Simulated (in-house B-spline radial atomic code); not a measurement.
The phosphorus ion P⁴⁺: [Ne] 3p1 (an excited or competing configuration)

All numbers are computed (non-relativistic BHandHLYP, spin-polarised, spherical fractional occupations, exact exchange averaged over the configuration; point nucleus) with a radial B-spline atomic code at the basis-set limit, not measured.

Effective charges: Z_r = [3n² - l(l+1)]/(2<r>) from the radius, Z_e = n√(-2ε) from the energy, and Slater's rules. Values are occupation-weighted means over spin.

```
shell  electrons   ε (eV)  <r> (bohr)    Z_r    Z_e  Slater
   1s          2  -2187.7      0.1039  14.44  12.68   14.70
   2s          2  -246.04      0.5169  11.61   8.51   10.85
   2p          6  -193.66      0.4807  10.40   7.55   10.85
   3p          1  -51.615       1.725   7.25   5.84    6.20
```

The least bound orbital is 3p up at -51.62 eV, and it is also the most diffuse (<r> = 1.725 bohr).
